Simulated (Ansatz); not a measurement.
Reaction (substitution at a C–O bond): `C[O][Zr]([CH3])([I])[I]` + `[OH][GeH2][I]` → `C[O][GeH2][I]` + `[CH3][Zr]([OH])([I])[I]`

Calculated with Ansatz (gas phase, PBE0-D4/def2-TZVP geometries, no zero-point term in ΔE). CBS: MP2 limit from def2 TZ/QZ plus the TZ coupled-cluster correction, frozen cores. DFT in def2-TZVPP. Elements past krypton have def2 core potentials. For Ge, I, Zr outer-core shells are correlated without core-valence functions, which leaves a few kJ/mol of doubt a bond. Scalar relativity is left out up to krypton. One conformer a species, not always the lowest.

`C[O][Zr]([CH3])([I])[I]`:

```xyz
12

C    -1.375    1.677    1.008
O    -0.628    0.836    0.180
Zr    0.319   -0.188   -1.067
C     1.239   -1.763    0.144
I    -1.381   -1.397   -2.823
I     2.338    1.266   -2.184
H    -1.336    1.312    2.037
H    -2.417    1.697    0.676
H    -0.969    2.691    0.973
H     0.477   -2.362    0.655
H     1.826   -2.430   -0.498
H     1.907   -1.338    0.901
```

`[OH][GeH2][I]`:

Cartesian coordinates in Å:
```
O 1.245 0.212 0.698
Ge -0.081 -0.120 -0.425
I -2.149 1.101 0.328
H 1.035 -0.021 1.606
H -0.432 -1.615 -0.440
H 0.382 0.443 -1.768
```

`C[O][GeH2][I]`:

```xyz
9

C    -1.019    0.956   -0.389
O    -0.725   -0.397   -0.115
Ge    0.943   -0.784    0.343
I     0.955   -3.246    0.733
H    -0.843    1.602    0.481
H    -0.435    1.344   -1.234
H    -2.077    1.019   -0.650
H     1.894   -0.441   -0.816
H     1.307   -0.053    1.646
```

`[CH3][Zr]([OH])([I])[I]`:

```xyz
9

C     0.496   -1.043   -0.837
Zr    0.054    0.663    0.455
O    -1.801    0.551    0.763
I     1.500    0.308    2.732
I     0.732    2.894   -0.947
H     1.566   -1.065   -1.076
H    -0.067   -0.978   -1.774
H     0.233   -1.985   -0.342
H    -2.712    0.654    1.026
```

```tsv
level	ΔE (kJ/mol)
r2SCANh-D4	25.4
ωB97M-V	22.3
B2PLYP	27.4
HF/def2-SVP	23.7
CCSD/def2-SVP	26.6
HF/def2-TZVPP	23.9
CCSD(T)/def2-TZVPP	26.2
CCSD/CBS(def2)	22.2
```

Problem. What does CCSD(T)/CBS give? (An estimate is asked.)

Solution. The calculation gave: +23.5 kJ/mol. The listed levels differ from it by 1.9, -1.2, 3.9, 0.2, 3.1, 0.4, 2.7, -1.3 kJ/mol.

Largest T1 diagnostic among the species: 0.014.

At CCSD(T), def2-SVP lies +4.1 kJ/mol from the extrapolated value and def2-TZVPP +2.7 kJ/mol. Leaving LDA and LC-ωPBE aside and taking each functional with its dispersion term where it has one, the values spread over 5.1 kJ/mol, from ωB97M-V to B2PLYP. From BLYP to BHLYP (50 % exact exchange), in def2-TZVPP and without D4, ΔE moves by −3.5 kJ/mol.
